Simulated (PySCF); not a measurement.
A structure optimised at B3LYP-D3(BJ)/def2-TZVPD, used in a PySCF frequency run:

```xyz
3

Ga     0.0000     0.0000     0.0000
H      0.0000     0.0000    -1.5301
H      0.0000     0.0000     1.5301
```
Charge +1, spin multiplicity 1.

Question: Write its SMILES, formula and point group.

Answer: [GaH2+], GaH2, D∞h

Question: What are its rotational constants (standard atomic weights)?

Answer: 107.07 GHz (linear rotor, B only)
